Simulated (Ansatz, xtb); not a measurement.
## CH5AlSe+: where a starting geometry ends

The starting geometry of this gas-phase doublet has its atoms placed at random.

```yaml
atoms:
  - { symbol: C, position_ang: [-0.6960, -0.4415, -0.8126] }
  - { symbol: Al, position_ang: [0.9008, 1.0757, 0.7898] }
  - { symbol: Se, position_ang: [0.3874, 1.3032, -1.6636] }
  - { symbol: H, position_ang: [-0.0375, 1.4321, 1.8740] }
  - { symbol: H, position_ang: [0.7330, -0.7160, 0.6466] }
  - { symbol: H, position_ang: [0.6597, -0.4661, -2.1477] }
  - { symbol: H, position_ang: [-1.4099, -1.7329, -0.8553] }
  - { symbol: H, position_ang: [-0.8867, 0.6417, 1.2936] }
```

**Question.** Guess where an optimisation with r2SCAN-D4/def2-SVP ends from this start.

**Answer.** It ends as a structure given below by its coordinates. Distances that change by over a tenth: C1–Se3 (2.22 → 1.97 Å), Al2–H8 (1.91 → 3.72 Å), Se3–H6 (1.85 → 1.48 Å). Contacts that open: Al2–H5 (1.81 → 3.50 Å). Contacts that close: C1–H5 (2.06 → 1.10 Å), C1–H7 (1.48 → 1.10 Å), C1–H8 (2.38 → 1.10 Å).

The energy falls by 9.75 eV over 23 steps:

| step | E − E(last) (eV) |
| --- | --- |
| 1 | 9.752 |
| 3 | 5.340 |
| 6 | 3.811 |
| 8 | 2.891 |
| 11 | 0.859 |
| 13 | 0.288 |
| 16 | 0.030 |
| 18 | 0.002 |
| 21 | 0.000 |
| 23 | 0.000 |

Final geometry (Å):

| atom | x (Å) | y (Å) | z (Å) |
| --- | --- | --- | --- |
| C | -0.7561 | -0.7240 | -0.1785 |
| Al | 1.4779 | 1.9341 | 0.5489 |
| Se | -0.0225 | 0.7964 | -1.1915 |
| H | 0.6191 | 1.9506 | 1.8870 |
| H | 0.0315 | -1.2512 | 0.3717 |
| H | 1.0447 | 0.0667 | -1.9040 |
| H | -1.2415 | -1.3810 | -0.9116 |
| H | -1.5025 | -0.2954 | 0.5028 |

From the same start GFN2-xTB reaches the same bonding as this run.

From so rough a start the end depends on the optimiser's path, so another program may land elsewhere. The end wasn't checked by frequencies. Open shells are spin-unrestricted. Run with Ansatz 0.2.0, 2.7 min on 2 threads of Arm Neoverse V1, on a shared host.
